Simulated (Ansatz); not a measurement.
Basis-set extrapolation for C₂H₇BO (`CBOC`) (PBE0-D4/def2-TZVP geometry, frozen core, Ansatz 0.2.0). Multiplicity 1, RHF reference.

```json
{"": "HF", "def2-TZVPP": "-179.474027", "def2-QZVPP": "-179.482958"}
{"": "MP2 correlation", "def2-TZVPP": "-0.692660", "def2-QZVPP": "-0.740432"}
{"": "CCSD(T) correlation", "def2-TZVPP": "-0.758908", "def2-QZVPP": "not run"}
```

Energies in hartree. Use E(X) = E(∞) + A·exp(−7.88·√X) for Hartree–Fock and E(X) = E(∞) + B·X^(−2.97) for correlation, with X = 3 and 4, and add CCSD(T) minus MP2 of the smaller set to the MP2 limit.

Question: What is the CCSD(T) energy at the basis-set limit?

Answer: HF limit: -179.482958 + (-0.008931) × 0.13774 = -179.48419. MP2 limit: -0.740432 + (-0.047772) × 0.74074 = -0.77582. Higher-order term: -0.758908 − (-0.692660) = -0.06625. Total: -180.32626 hartree, 58.6 kcal/mol below CCSD(T)/def2-TZVPP.
